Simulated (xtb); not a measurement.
CH6GeO, SMILES [O](C)[GeH3]. All values are semi-empirical tight-binding results from xtb (GFN2-xTB unless named), good for trends rather than for accurate numbers. Geometry: GFN2-xTB.

For metal compounds this method's bond lengths and energies can be far off.

Computed properties:
```
Property                                       Value
-------------------------------------  -------------
point group as xtb finds it                       Cs
orbital gap                                  7.66 eV
zero-point energy                      38.7 kcal/mol
G − E(el) at 298.15 K (modified RRHO)  20.6 kcal/mol
```
